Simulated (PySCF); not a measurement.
**KTl⁺: frontier orbitals**

TPSSh at R = 4.150 Å; PySCF, scalar-relativistic core potentials, basis sets K def2-SVP, Tl def2-SVP with ECP60. State: ²Σ⁺ (doublet), unpaired electrons σ ↑. Only the outer orbitals are listed, counted within each symmetry, core potentials removing the inner ones.

| spin | orbital | occ. | ε (eV) | on K (%) | main shells (%) |
| --- | --- | --- | --- | --- | --- |
| α | 1δ | 1 | -20.54 | 0 | 100 Tl d |
| α | 1δ | 1 | -20.54 | 0 | 100 Tl d |
| α | 4π | 1 | -20.37 | 0 | 100 Tl d |
| α | 4π | 1 | -20.37 | 0 | 100 Tl d |
| α | 8σ | 1 | -20.31 | 0 | 100 Tl d |
| α | 9σ | 1 | -13.96 | 2 | 98 Tl s |
| α | 10σ | 1 | -7.20 | 31 | 67 Tl p, 22 K s |
| α | 5π | 0 | -5.73 | 5 | 95 Tl p |
| α | 5π | 0 | -5.73 | 5 | 95 Tl p |
| α | 11σ | 0 | -4.91 | 86 | 81 K s, 15 Tl p |
| β | 1δ | 1 | -20.52 | 0 | 100 Tl d |
| β | 1δ | 1 | -20.52 | 0 | 100 Tl d |
| β | 4π | 1 | -20.26 | 0 | 100 Tl d |
| β | 4π | 1 | -20.26 | 0 | 100 Tl d |
| β | 8σ | 1 | -20.18 | 0 | 100 Tl d |
| β | 9σ | 1 | -13.44 | 1 | 98 Tl s |
| β | 10σ | 0 | -5.88 | 50 | 49 Tl p, 42 K s |
| β | 5π | 0 | -5.48 | 4 | 96 Tl p |
| β | 5π | 0 | -5.48 | 4 | 96 Tl p |

Q: Which are the highest filled and the lowest empty level, where do they sit, and how wide is the gap?

A: Highest filled α 10σ at -7.20 eV (in %: 67 Tl p, 22 K s); lowest empty β 10σ at -5.88 eV (in %: 49 Tl p, 42 K s); the gap at TPSSh is 1.32 eV.

```json
{
  "bond order (Mayer)": "0.47",
  "⟨S²⟩": "0.751",
  "charge on K (Mulliken, basis-dependent)": "0.66",
  "charge on K (Löwdin, basis-dependent)": "0.64",
  "dipole moment (positive dipole points towards Tl; it is taken about the centre of mass and depends on that origin)": "-11.70 D"
}
```

These are scalar-relativistic numbers at best; spin–orbit coupling would shift them, the dissociation energy most. The state was picked by a PBE0 search and need not be the measured ground state.
